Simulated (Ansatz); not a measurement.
Molecule: C₄H₁₁Si, charge 0, multiplicity 2. It need not be the lowest isomer of its formula. 
Coordinates optimised at B3LYP-D3(BJ)/def2-TZVP (Ansatz, a quantum-chemistry and plane-wave program):
SMILES: CC(C)(C)[SiH2]
```xyz
16

C     -0.6926    -1.4584     0.5209
C      0.1788    -0.2515     0.1478
C      0.6934     0.4277     1.4289
C      1.3700    -0.7113    -0.7037
Si    -0.8603     1.0231    -0.8249
H     -1.0640    -1.9769    -0.3653
H     -1.5544    -1.1638     1.1239
H     -0.1092    -2.1764     1.1067
H      1.2949    -0.2823     2.0087
H      1.3249     1.2899     1.2057
H     -0.1259     0.7644     2.0671
H      2.0086     0.1268    -0.9915
H      1.9863    -1.4173    -0.1375
H      1.0432    -1.2137    -1.6164
H     -0.0321     2.2046    -1.1998
H     -2.0255     1.4826    -0.0163
```
Charge 0, spin multiplicity 2.

Dipole moments at this geometry, in debye (magnitudes).

| level | program | dipole (D) |
|---|---|---|
| SVWN5/def2-TZVPD | Ansatz | 1.02 |
| PBE/def2-TZVPD | Ansatz | 1.01 |
| BLYP/def2-TZVPD | Ansatz | 0.97 |
| revPBE/def2-TZVPD | Ansatz | 1.01 |
| r2SCAN/def2-TZVPD | Ansatz | 0.97 |
| B97M-V/def2-TZVPD | Ansatz | 1.05 |
| B3LYP/def2-TZVPD | Ansatz | 0.93 |
| PBE0/def2-TZVPD | Ansatz | 0.96 |
| BHLYP/def2-TZVPD | Ansatz | 0.88 |
| HSE06/def2-TZVPD | Ansatz | … |
| CAM-B3LYP/def2-TZVPD | Ansatz | 0.90 |
| LC-wPBE/def2-TZVPD | Ansatz | 0.91 |
| wB97X-V/def2-TZVPD | Ansatz | 0.93 |
| CCSD(T)/aug-cc-pV(D+d)Z | Ansatz | … |

**Question.** Some entries are withheld; supply them.

**Answer.** 
- HSE06/def2-TZVPD, dipole (D): 0.96
- CCSD(T)/aug-cc-pV(D+d)Z, dipole (D): 0.91
